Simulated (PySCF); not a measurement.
C₃H₇, SMILES [CH2]CC, multiplicity 2.

Coordinates come from a B3LYP-D3(BJ)/def2-TZVP optimisation. The isomer is the one that the SMILES or the coordinates give; other isomers of the formula were not compared.

These are B3LYP-D3(BJ)/def2-TZVP run with PySCF 2.14.0 values and carry that method's errors.

Frequencies are harmonic and unscaled.

```
mode  ν (cm⁻¹)  IR (km/mol)  moving atoms (share of kinetic energy)
----  --------  -----------  --------------------------------------
1           99          0.6                                  H 97 %
2          248          0.0                          H 90 %, C 10 %
3          377          2.2                          C 53 %, H 47 %
4          489         52.2                          H 78 %, C 22 %
5          761          0.7                          H 83 %, C 17 %
6          882          0.1                          C 57 %, H 43 %
7          928          1.2                          H 77 %, C 23 %
8         1053          1.2                          H 71 %, C 29 %
9         1087          0.2                          C 63 %, H 37 %
10        1174          0.2                          H 51 %, C 49 %
11        1270          0.1                          H 83 %, C 17 %
12        1365          2.3                          H 66 %, C 34 %
13        1412          2.2                          H 80 %, C 20 %
14        1466          1.4                                  H 93 %
15        1469          3.4                          H 86 %, C 14 %
16        1499          7.2                                  H 97 %
17        1505          4.2                                  H 95 %
18        2924         31.2                                  H 93 %
19        3004         21.6                                  H 93 %
20        3030         28.7                                  H 97 %
21        3089         36.9                           H 91 %, C 9 %
22        3096         31.1                           H 91 %, C 9 %
23        3140         15.7                                  H 96 %
24        3239         13.6                          H 89 %, C 11 %
```
